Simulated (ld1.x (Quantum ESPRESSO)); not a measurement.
# Varying the PAW potential for rhodium

Base potential:

```
Element                 : Rh
Generator               : ld1.x (Quantum ESPRESSO) 7.5
Type                    : PAW
Functional              : PBE
Relativity              : scalar-relativistic
Frozen core             : [Ar] 3d10
Valence charge          : 17
Reference configuration : 4s2 4p6 4d7 5s2 5p0
Partial waves           : 4s (bound): rcut 1.70, rcutus 1.95 bohr; 5s (bound): rcut 1.70, rcutus 1.95 bohr; 4p (bound): rcut 1.45, rcutus 1.50 bohr; 5p (bound, empty): rcut 1.45, rcutus 1.50 bohr; 4d (bound): rcut 1.60, rcutus 2.05 bohr; 4d channel at 0.2 Ry: rcut 1.60, rcutus 2.05 bohr; 4f channel at -0.05 Ry: rcut 1.55, rcutus 2.10 bohr; 4f channel at 1.85 Ry: rcut 1.55, rcutus 2.10 bohr
Local potential         : all-electron potential smoothed inside 1.15 bohr (lloc = -2)
Core correction         : a·sin(br)/r model core inside 1.30 bohr
Augmentation charge     : BESSEL, radius 1.15 bohr
```

All-electron outer shells of the reference configuration (PBE, scalar-relativistic, ld1.x):

```json
{"shell": "3p", "level (eV)": "-486.75", "outermost node (bohr)": "0.15", "outermost maximum (bohr)": "0.34"}
{"shell": "3d", "level (eV)": "-304.52", "outermost node (bohr)": "–", "outermost maximum (bohr)": "0.29"}
{"shell": "4s", "level (eV)": "-86.10", "outermost node (bohr)": "0.47", "outermost maximum (bohr)": "0.88"}
{"shell": "4p", "level (eV)": "-53.87", "outermost node (bohr)": "0.47", "outermost maximum (bohr)": "0.94"}
{"shell": "4d", "level (eV)": "-8.68", "outermost node (bohr)": "0.46", "outermost maximum (bohr)": "1.13"}
{"shell": "5s", "level (eV)": "-5.32", "outermost node (bohr)": "1.18", "outermost maximum (bohr)": "2.54"}
{"shell": "5p", "level (eV)": "-1.32", "outermost node (bohr)": "1.34", "outermost maximum (bohr)": "3.51"}
```

Cutoffs, loose and tight: the cutoffs (Ry, on a coarse ladder) from which the occupation-weighted sum of valence levels, in a spherical-Bessel basis at the reference potential, stays within 10 and 1 mRy of its value at 400 Ry. They do not see the model core or the augmentation charge, which bear on the density cutoff. Test errors are all-electron minus pseudo excitation energies from the reference, over the configurations 4s2 4p6 4d8 5s1 5p0; 4s2 4p6 4d8 5s0 5p0; 4s2 4p6 4d7 5s0 5p0; 4s2 4p6 4d7 5s1 5p0; 4s2 4p6 4d8 5s0.5 5p0; 4s2 4p6 4d9 5s0 5p0; 4s2 4p6 4d8 5s0 5p1. A dash means not determined; rows that change the core or the reference have their own tests. The largest error is taken over the tests solved by every variant that gives reliable tests at all: 4s2 4p6 4d7 5s0 5p0; 4s2 4p6 4d7 5s1 5p0; 4s2 4p6 4d8 5s0 5p0; 4s2 4p6 4d8 5s0.5 5p0; 4s2 4p6 4d8 5s1 5p0.

```csv
change,outcome,"cutoff, loose","cutoff, tight",bound ghosts,largest test error (meV)
base,generated,40 Ry,70 Ry,none,+15
"core correction a·sin(br)/r model core, default radius (ld1.x builds one for every PAW set, though the input has nlcc=.false.)",generated,40 Ry,70 Ry,none,+15
core correction a·sin(br)/r model core inside 0.64 bohr,generated,40 Ry,70 Ry,none,+17
core correction a·sin(br)/r model core inside 0.78 bohr,generated,40 Ry,70 Ry,none,+16
core correction a·sin(br)/r model core inside 0.86 bohr,generated,40 Ry,70 Ry,none,+16
core correction a·sin(br)/r model core inside 1.00 bohr,generated,40 Ry,70 Ry,none,+16
core correction a·sin(br)/r model core inside 1.16 bohr,generated,40 Ry,70 Ry,none,+15
core correction a·sin(br)/r model core inside 1.32 bohr,generated,40 Ry,70 Ry,none,+15
core correction a·sin(br)/r model core inside 1.52 bohr,generated,40 Ry,70 Ry,none,+15
core correction a·sin(br)/r model core inside 1.62 bohr,generated,40 Ry,70 Ry,none,+15
core correction a·sin(br)/r model core inside 1.84 bohr,generated,40 Ry,70 Ry,none,+15
```
